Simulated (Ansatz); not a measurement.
Spectroscopic constants of NaS-, multiplicity 3 (an upper state: multiplicity 1 came lower at CCSD(T)/def2-TZVPP on PBE0 minima).

The constants come from a fifth-degree fit in 1/R (seven points, main isotopes). Runs in def2 and cc sets follow the lowest solution found near the PBE0 minimum.

Run with Ansatz (a program for electronic structure) with Gaussian orbitals. 

Energies at PBE0/def2-TZVPP:

| R (Å) | E (hartree) |
|---|---|
| 2.446376 | -560.26589568 |
| 2.512139 | -560.26742275 |
| 2.572641 | -560.26814614 |
| 2.641034 | -560.26834463 |
| 2.709428 | -560.26803161 |
| 2.788343 | -560.26719034 |
| 2.880411 | -560.26574291 |

Question: With a reduced mass of 13.3735 u, find the minimum, the force constant and the constants.

Answer: A fifth-degree polynomial in 1/R puts the minimum at r_e = 2.6305 Å with force constant 49.4 N/m. Then ω_e = (1/2πc)√(k/μ) = 250 cm⁻¹ and B_e = h/(8π²cμr_e²) = 0.1822 cm⁻¹; the cubic and quartic terms give α_e = 0.0019 and ω_e x_e = 1.9 cm⁻¹.
